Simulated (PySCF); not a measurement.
N-methylbuta-2,3-dien-1-amine (C5H9N), SMILES C=C=CCNC.

The structure is a stationary point at PBE0-D3(BJ)/def2-SVP. Other conformers were not sampled.

These are PBE/def2-TZVP (PySCF) values and carry that method's errors.

Computed frontier levels, gap, dipole moment and polarisability:
```yaml
highest_occupied_level: -5.10 eV
lowest_empty_level: -0.74 eV
orbital_gap: 4.36 eV
dipole_moment: 0.83 D
quadrupole, principal values (traceless, Buckingham form, about the centre of nuclear charge): -4.29, 1.85, 2.44 D·Å
mean_static_polarisability: 76.3 bohr³ (11.31 Å³)
polarisability_principal_values: 56.2, 59.6, 113.3 bohr³
```
